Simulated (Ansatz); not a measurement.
Frontier orbitals of `OC(S)=[Se]`.

| atom | x (Å) | y (Å) | z (Å) |
| --- | --- | --- | --- |
| O1 | -0.645 | -1.252 | 0.068 |
| C2 | -0.062 | -0.061 | 0.081 |
| S3 | 0.695 | 0.221 | -1.455 |
| Se4 | -0.089 | 1.035 | 1.488 |
| H5 | -1.056 | -1.376 | 0.937 |
| H6 | 1.158 | 1.433 | -1.119 |

Charge 0, multiplicity 1. Correlated methods include outer-core shells of Se, which these sets cover unevenly. Scalar relativity is left out up to krypton. Geometry: relaxed with PBE0-D4/def2-TZVP. It is one conformer, not always the lowest. Basis def2-TZVPP, the Gaussian-basis code of Ansatz.

Orbital energies of one run (eV). Highest occupied ones, from the top: -5.71, -6.25, -7.90, -8.98, -10.78, -11.56, -12.41, -12.62, -16.79, -18.50, -21.53, -29.66, -53.91, -53.93. Empty: -2.56, -1.23, 0.36, 1.11, 1.96, 3.15.

Which functional gave them?
A. BLYP
B. LC-ωPBE
C. r2SCANh
D. r2SCAN

D. HOMO energies: r2SCAN -5.71, LC-ωPBE -9.22, BLYP -5.29, r2SCANh -6.13 eV.

LC-ωPBE has ω = 0.4 bohr⁻¹.
